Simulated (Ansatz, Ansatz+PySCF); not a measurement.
```yaml
atoms:
  - { symbol: O, position_ang: [0.0446, -0.0445, 0.1667] }
  - { symbol: O, position_ang: [-0.9137, 0.5154, 0.2294] }
  - { symbol: O, position_ang: [3.6039, 0.4738, -0.0075] }
  - { symbol: H, position_ang: [3.5184, 0.1040, 0.8483] }
  - { symbol: H, position_ang: [3.7083, 1.4086, 0.1330] }
```

Basis set: def2-SVP (spherical functions). Frozen core: 3 orbitals. Charge 0, multiplicity 3.

Computed with Ansatz (development build ahead of 0.2.0); each method stands on the lowest determinant of its kind that the runs found.

The atomization energy at this shape (free ground-state atoms in the same class of orbitals less the molecule, no zero-point energy) of triplet H₂O₃ in separate pieces:

```tsv
method	atomization energy
UHF-MP2	1348.2 kJ/mol
```

**Question.** What does UHF give?

**Answer.** 772.5 kJ/mol. Caution: the shape is not the minimum. Caution for UHF-MP2: MP2 forces lie far from those of the mean fields.
